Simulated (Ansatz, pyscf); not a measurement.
O=AlH → HO–Al [singlet], a hydrogen shift on the singlet surface: Al–H broken, H–O formed. PySCF, gas phase, ωB97X-D3(BJ)/def2-SVP geometries. Wave-function energies: Ansatz (a quantum-chemistry and plane-wave program), frozen core, RHF or UHF references. In kcal/mol, from the reactant's lowest minimum found.

```csv
level,barrier,reaction energy
ωB97X-D3(BJ)/def2-TZVP,46.84,-41.14
PBE/def2-TZVP,35.85,-37.24
CCSD(T)/cc-pV(D+d)Z,37.65,-41.43
CCSDT(Q)/cc-pV(D+d)Z,36.67,-40.40
CCSDTQ/cc-pV(D+d)Z,36.87,-40.72
CCSD(T)/cc-pV(T+d)Z,39.39,-40.60
CCSD(T)/cc-pV(Q+d)Z,39.46,-40.81
```

In cc-pV(D+d)Z, going from CCSD(T) to CCSDTQ shifts the barrier by -0.79 and the reaction energy by +0.72 kcal/mol. With HF in the quadruple-zeta basis and the correlation energy extrapolated as X⁻³ from X = 3, 4, CCSD(T) gives 39.50 and -40.80; adding the double-zeta shift gives ΔE‡ = 38.72 and ΔE = -40.08 kcal/mol, without core correlation, relativity or geometry relaxation at these levels. One closed-shell reference is unstable to symmetry breaking; treat the single-reference values with care. The largest closed-shell T1 diagnostic is 0.035, which may signal static correlation.
